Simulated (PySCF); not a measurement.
CaCl, SMILES [Ca+][Cl], charge +1. Coordinates come from a PBE-D3(BJ)/def2-TZVPD optimisation. The multiplicity is an assumed one; other spin states were not compared.

Give the equilibrium geometry at PBE-D3(BJ)/def2-TZVPD (PySCF confirms it by a frequency run) as a Z-matrix, and its point group. (Estimate from the structure and the level; the computed values follow.)

point group C∞v.
```
Ca
Cl 1 2.3183
```
Charge +1, spin multiplicity 1.
